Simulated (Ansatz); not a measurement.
Consider the ligand exchange at a B–N bond: `BN[SiH]([SiH3])S` + H₂Se → `B[SeH]` + `N[SiH]([SiH3])S`.

Computed with Ansatz on PBE0-D4/def2-TZVP structures; ΔE is electronic, products minus reactants. CBS: MP2 limit from def2 TZ/QZ plus the TZ coupled-cluster correction, frozen cores. Functionals use def2-TZVPP. B3LYP here is the variant with VWN-RPA as its local correlation; programs differ in this. For Se outer-core shells are correlated without core-valence functions, which leaves a few kJ/mol of doubt a bond. Scalar relativity is left out up to krypton. Each species was taken in one conformer, which may not be the lowest.

| level | ΔE (kJ/mol) | difference from CCSD(T)/CBS |
| --- | --- | --- |
| PBE0-D4 | 50.1 | 0.2 |
| B3LYP-D4 | 55.7 | 5.8 |
| ωB97X-V | 54.3 | 4.4 |
| PBE0 | 47.0 | -2.9 |
| B3LYP | 50.7 | 0.8 |
| HF/def2-QZVPP | 53.7 | 3.8 |
| MP2/def2-QZVPP | 49.8 | -0.1 |
| HF/CBS(def2) | 53.8 | 3.9 |
| MP2/CBS(def2) | 48.2 | -1.7 |
| CCSD/CBS(def2) | 50.1 | 0.2 |
| CCSD(T)/CBS | 49.9 | 0 |

Largest T1 diagnostic among the species: 0.013.

The D4 term adds +5.1 kJ/mol with B3LYP and +3.1 kJ/mol with PBE0; it sums over pairs of atoms, weighted by their polarisabilities, and B3LYP, whose exchange is more repulsive, gets the larger term.
